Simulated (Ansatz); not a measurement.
The cluster Pb2O4⁻. Total charge -1; doublet. Geometry PBE-D4/def2-SVP, that of the neutral singlet.

```xyz
6

Pb    0.079    1.782   -0.056
Pb   -1.382   -1.327    0.302
O     1.080   -0.913   -0.164
O     0.559   -0.360    1.174
O    -1.754    0.662   -0.298
O     1.419    0.156   -0.959
```

In the def2 sets Pb takes a core potential; there is no spin–orbit coupling. The structure holds 2 bonds between oxygen atoms, so isomers without such links may lie far lower. At PBE-D4/def2-TZVPD, r2SCAN-D4/def2-TZVPD, PBE0-D4/def2-TZVPD the highest occupied level of the charge -1 doublet lies above zero (up to 1.42 eV). By energy differences its removal costs 0.62 eV (vertical, to the charge 0 singlet, at PBE-D4/def2-TZVPD); a positive level beside a positive removal energy at the same level points to self-interaction error. At PBE-D4/def2-TZVPD, r2SCAN-D4/def2-TZVPD the gap within one spin of the charge -1 doublet nearly closes, so an electron or hole may be smeared out by delocalisation error. The structure comes from a short search, and lower isomers may exist.

(1) Estimate the α-spin orbital energies around the gap (eV) in Ansatz with PBE-D4/def2-TZVPD, r2SCAN-D4/def2-TZVPD, PBE0-D4/def2-TZVPD.

## Answers

(1) 
| orbital | PBE-D4/def2-TZVPD | r2SCAN-D4/def2-TZVPD | PBE0-D4/def2-TZVPD |
| --- | --- | --- | --- |
| HOMO−5 | -2.15 | -2.39 | -3.54 |
| HOMO−4 | -2.07 | -2.36 | -3.44 |
| HOMO−3 | -1.81 | -2.04 | -3.20 |
| HOMO−2 | -1.75 | -2.00 | -2.91 |
| HOMO−1 | -0.42 | -0.63 | -1.85 |
| HOMO | 1.42 | 1.36 | 0.93 |
| LUMO | 1.46 | 1.46 | 1.93 |
| LUMO+1 | 2.17 | 2.42 | 2.74 |
| LUMO+2 | 2.35 | 2.77 | 2.84 |
| LUMO+3 | 2.73 | 3.14 | 3.31 |
| LUMO+4 | 2.93 | 3.28 | 3.64 |
| LUMO+5 | 3.03 | 3.45 | 3.82 |
| β HOMO | -0.36 | -0.56 | -1.76 |
| β LUMO | 1.75 | 1.73 | 1.95 |
